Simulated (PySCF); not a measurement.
# Electron correlation in N (nitrogen, neutral)

[He] 2s2 2p3, high-spin 4S determinant. All numbers are calculated (PySCF 2.14, the spin-free X2C one-electron Hamiltonian (Gaussian nucleus), in x2c-TZVPall). Frozen: 1s2; 5 electrons correlated.

MP2 pair energies summed by pair of shells (mhartree):

```
 pair  energy  share (%)
2s-2p  -61.33       64.6
2p-2p  -23.04       24.3
2s-2s  -10.55       11.1
```

Total MP2 correlation energy: -94.92 mhartree.

Same-spin part -28.91 and opposite-spin part -66.01 mhartree; SCS-MP2 scales them by 1/3 and 6/5 to -88.85 mhartree.

```tsv
level	correlation energy (mhartree)
CCSD	-110.98
(T)	-2.26
CCSD(T)	-113.24
```

Diagnostics: T1 = 0.0062, D1 = 0.0134, largest double amplitude 0.039.

Task: Is a single reference adequate?

Result: Yes: T1 lies below 0.03 and no double amplitude reaches 0.07.
